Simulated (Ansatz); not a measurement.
Start from `CNC=O` and change one atom or group to get `O=C[NH][SnH2][OH]`.

Ansatz, PBE0-D4/def2-TZVP geometries, multiplicity 1. Each molecule was computed in one conformer, which needn't be the lowest.

Elements past krypton have def2 core potentials.

```
                                          property  `CNC=O`
                 LUMO energy (PBE/def2-TZVPP) / eV    -0.39
             HOMO–LUMO gap (B3LYP/def2-TZVPP) / eV     7.66
size of the dipole moment (ωB97M-V/def2-TZVPP) / D     3.93
                 HOMO energy (PBE/def2-TZVPP) / eV    -5.84
                LUMO energy (PBE0/def2-TZVPP) / eV     0.72
  size of the dipole moment (B3LYP/def2-TZVPP) / D     3.94
```

Question: Give the same properties after the change, and the shifts. (Estimate.)

Answer: Ansatz gave: 
| property | `O=C[NH][SnH2][OH]` | shift |
| --- | --- | --- |
| LUMO energy (PBE/def2-TZVPP) / eV | -1.33 | -0.94 |
| HOMO–LUMO gap (B3LYP/def2-TZVPP) / eV | 6.97 | -0.69 |
| size of the dipole moment (ωB97M-V/def2-TZVPP) / D | 3.56 | -0.37 |
| HOMO energy (PBE/def2-TZVPP) / eV | -6.33 | -0.49 |
| LUMO energy (PBE0/def2-TZVPP) / eV | -0.41 | -1.13 |
| size of the dipole moment (B3LYP/def2-TZVPP) / D | 3.51 | -0.43 |

With PBE0 the HOMO falls by 0.43 eV and the LUMO falls by 1.13 eV, so the gap narrows by about 0.70 eV. PBE moves the HOMO by -0.49 eV and ωB97M-V by -0.48 eV. Dipoles are sizes alone; their direction can turn.

B3LYP here is the variant with VWN-RPA as its local correlation; programs differ in this.
